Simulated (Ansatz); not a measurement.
`CB(N)[SiH2][SiH3]` + HCl → `CB(N)[SiH2]Cl` + SiH₄  (cleavage of the Si–Si bond)

Isolated molecules relaxed with PBE0-D4/def2-TZVP in Ansatz; ΔE leaves out vibrations. CCSD(T)/CBS adds triple-zeta CCSD(T) − MP2 to the extrapolated MP2 energy (def2 sets, frozen cores). This one scheme is used for every species. DFT in def2-TZVPP. One conformer a species, not always the lowest.

`CB(N)[SiH2][SiH3]`:

```xyz
15

C    -0.786    1.343   -1.284
B    -1.029    0.190   -0.243
N    -2.090   -0.697   -0.401
Si    0.220   -0.075    1.331
Si    2.314   -0.805    0.580
H    -1.524    1.368   -2.092
H     0.206    1.252   -1.739
H    -0.794    2.320   -0.790
H    -2.293   -1.448    0.236
H    -2.735   -0.641   -1.174
H     0.443    1.193    2.088
H    -0.291   -1.089    2.306
H     2.883    0.175   -0.388
H     3.290   -0.974    1.692
H     2.186   -2.112   -0.123
```

HCl:

Z-matrix (Å, degrees):
```
Cl
H 1 1.279
```

`CB(N)[SiH2]Cl`:

```xyz
12

C    -1.172   -0.125   -1.104
B    -0.170    0.319    0.018
N    -0.349    1.504    0.723
Si    1.431   -0.824    0.499
Cl    0.780   -2.737    0.979
H    -0.659   -0.224   -2.066
H    -1.577   -1.119   -0.884
H    -2.013    0.562   -1.240
H     0.259    1.819    1.459
H    -1.121    2.129    0.548
H     2.405   -0.982   -0.616
H     2.186   -0.323    1.683
```

SiH₄:

Cartesian coordinates in Å:
```
Si 0.000 0.000 0.000
H -1.406 -0.474 -0.026
H 0.418 0.386 -1.371
H 0.880 -1.087 0.498
H 0.109 1.176 0.900
```

CCSD(T)/CBS gives -88.8 kJ/mol.

Problem. Another level gave -94.5 kJ/mol. Which?
A. CCSD(T)/def2-TZVPP
B. B2PLYP/def2-TZVPP
C. PBE/def2-TZVPP
D. PBE0/def2-TZVPP

Solution. B. B2PLYP -94.5, PBE -75.6, CCSD(T)/def2-TZVPP -85.7, PBE0 -80.7 kJ/mol.

Largest T1 diagnostic among the species: 0.013.

The D4 term adds +3.5 kJ/mol with B3LYP and +2.2 kJ/mol with PBE0; it sums over pairs of atoms, weighted by their polarisabilities, and B3LYP, whose exchange is more repulsive, gets the larger term. From PBE to PBE0 (25 % exact exchange), in def2-TZVPP and without D4, ΔE moves by −5.1 kJ/mol. In def2-TZVPP, CCSD(T) changes the Hartree–Fock value by +26.3 kJ/mol (the triples alone add +2.8 kJ/mol) and MP2 by +17.3 kJ/mol.

B3LYP here is the variant with VWN-RPA as its local correlation; programs differ in this.
